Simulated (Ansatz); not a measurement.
Cost against result

Saddle point of SiH4SOF2, closed shell (SiH₂SF₂ ([F][SiH]([F])[SH]) + H₂O → SiH₂OF₂ ([OH][SiH]([F])[F]) + H₂S; bonds formed: Si1–O7, S2–H6; bonds broken: Si1–S2, H6–O7), PBE0-D4/def2-TZVP structure:

```
9
angstrom
Si -0.1356 0.7973 -0.0585
S 1.3849 -0.7548 1.0945
F -1.2381 1.4581 -1.0450
F 1.1576 1.4679 -0.6974
H -0.6890 1.2440 1.2250
H 0.3439 -1.3187 -0.2116
O -0.5116 -0.8132 -0.7125
H 0.5021 -1.1464 2.0283
H -0.8142 -0.9343 -1.6226
```

Barriers are electronic and count from the start structure reached by relaxing down the imaginary mode.

Ansatz 0.2.0; basis: as named in each row; cores frozen in the correlated methods. B3LYP uses VWN-RPA correlation. Extrapolation: Hartree–Fock as exp(−7.88 √X), correlation as X^−2.97.

Times are rough, for one single point on 4 threads of a shared host (Arm Neoverse V1).

The estimate by CCSD(T) at an estimated basis limit (MP2 extrapolated from triple and quadruple zeta, plus CCSD(T) − MP2 in triple zeta) is 22.40 kcal/mol.

```
      method       basis  time (s)  barrier (kcal/mol)  method less estimate
          HF      STO-3G   under 1               35.97                 13.58
      PBE-D4      STO-3G   under 1               -1.52                -23.92
       SPW92    def2-SVP   under 1                5.00                -17.40
      PBE-D4    def2-SVP   under 1               14.40                 -8.00
    B3LYP-D4       6-31G   under 1               12.49                 -9.91
     PBE0-D4    def2-SVP         1               17.07                 -5.33
       SPW92  def2-TZVPP         1                7.92                -14.48
      PBE-D4  def2-TZVPP         2               16.72                 -5.68
     BLYP-D4  def2-TZVPP         2               20.40                 -2.00
    B3LYP-D4  def2-TZVPP         2               21.59                 -0.81
    BHLYP-D4  def2-TZVPP         3               24.30                  1.91
     PBE0-D4  def2-TZVPP         3               18.87                 -3.53
CAM-B3LYP-D4  def2-TZVPP         3               21.07                 -1.32
   r2SCAN-D4  def2-TZVPP         4               17.84                 -4.56
     CCSD(T)    def2-SVP         4               25.49                  3.09
     wB97M-V    def2-SVP         4               18.73                 -3.66
  RPA on PBE  def2-TZVPP         4               23.23                  0.83
  r2SCAN0-D4  def2-TZVPP         5               19.35                 -3.05
      B2PLYP  def2-TZVPP         5               21.96                 -0.44
    PBE-QIDH  def2-TZVPP         5               20.42                 -1.98
     wB97X-V  def2-TZVPP         7               21.83                 -0.57
      B97M-V  def2-TZVPP         8               22.08                 -0.31
     wB97M-V  def2-TZVPP         8               21.03                 -1.37
         MP2  def2-QZVPP        18               21.19                 -1.21
     CCSD(T)  def2-TZVPP       140               22.85                  0.46
```

All methods are single points on the PBE0-D4 structures; a negative value means that the method puts the saddle structure below the start.

T1 diagnostic: at most 0.012.

Labels in which every atom is bracketed show which atoms are joined, not bond orders.
